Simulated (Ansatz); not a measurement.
Ansatz (a quantum-chemistry and plane-wave program) input:

Ansatz 0.2 input:
```yaml
crystal:
  periodic: [false, false, false]
  atoms:
    - {symbol: Si, position_ang: [-0.69218200, 0.05150036, 0.27395972]}
    - {symbol: F, position_ang: [-0.55395635, -0.61267081, 1.66738278]}
    - {symbol: F, position_ang: [-0.94785132, 1.57931595, 0.32830917]}
    - {symbol: F, position_ang: [-1.50304042, -0.71263731, -0.80385371]}
    - {symbol: O, position_ang: [0.92163365, -0.10944793, -0.37207484]}
    - {symbol: H, position_ang: [1.73486264, 0.05449133, 0.14591162]}
    - {symbol: H, position_ang: [1.10619094, -0.32296630, -1.30909040]}
basis:
  gaussian:
    orbitals: def2-TZVP
hamiltonian:
  xc: b3lyp
  dispersion: d3bj
total_charge: 1
relax: {f_tol: 0.002, max_steps: 150}
```

Task: Predict the final energy.

Result: -665.58126 Eh (B3LYP-D3(BJ)/def2-TZVP). The basis has 173 functions. The run takes roughly 110 core-seconds.

It need not be the lowest isomer of its formula.
